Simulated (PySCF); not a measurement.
Atoms are numbered as in `[OH:1][SiH:2]([OH:3])[O:4][SiH2:5][n:6]1[cH:7][cH:8][cH:9][cH:10]1`; H(Xn) means a hydrogen on atom n.

Theoretical values (PySCF 2.14): coordinates at the GFN2-xTB level, shieldings: GIAO PBE0/pcSseg-1. No relativistic terms, equivalent nuclei averaged, one conformer, isolated molecule.

Question: Predict the 2D correlation tables (HSQC, COSY, HMBC).

Answer: 

HSQC (one-bond C–H):
| δH | δC |
| --- | --- |
| 6.81 (H(C7)/H(C10)) | 123.2 (C7/C10) |
| 6.64 (H(C8)/H(C9)) | 117.3 (C8/C9) |

COSY cross peaks (H two or three bonds apart, from the bond graph; peaks can be absent where the dihedral angle is near 90°):
| δH | δH |
| --- | --- |
| 6.81 (H(C7)/H(C10)) | 6.64 (H(C8)/H(C9)) |

HMBC (two and three bonds, from the bond graph):
| δH | δC |
| --- | --- |
| 6.81 (H(C7)/H(C10)) | 123.2 (C7/C10), 117.3 (C8/C9) |
| 6.64 (H(C8)/H(C9)) | 123.2 (C7/C10), 117.3 (C8/C9) |
| 5.72 (H(Si5)) | 123.2 (C7/C10) |

Referencing at the same level of theory: 1H (σ = 31.72 ppm), 13C (σ = 186.93 ppm) against TMS.

OH and NH positions are those of a molecule without intermolecular hydrogen bonds; in solution they move with solvent, concentration and temperature, and exchange usually removes their couplings. Shifts are as computed. Against solution values, carbons near 30 ppm lie about +3 ppm off and those near 130 ppm about +5 ppm. Of 1309 compounds with measured shifts, 239 miss one by over three times the rms of a fit or turn the order of signals round; such compounds aren't used in these exercises.
